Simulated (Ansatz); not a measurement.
C3HF4, SMILES FC(F)(F)C(=[CH])F, multiplicity 2.

Coordinates come from a B3LYP-D3(BJ)/def2-SVP optimisation. The isomer is the one that the SMILES or the coordinates give; other isomers of the formula were not compared.

Two levels are set side by side: PBE/def2-SVPD (Ansatz, a first-principles code) and CAM-B3LYP/def2-SVPD (Ansatz). Energy differences of separate SCF runs at the same geometry; the states with an electron removed or added have multiplicity 1 and 1. Differences are taken from unrounded values.

```
quantity                         CAM-B3LYP    PBE  PBE minus CAM-B3LYP
-------------------------------  ---------  -----  -------------------
vertical ionisation energy (eV)      11.36  10.86                -0.50
vertical electron affinity (eV)       1.65   1.55                -0.10
```
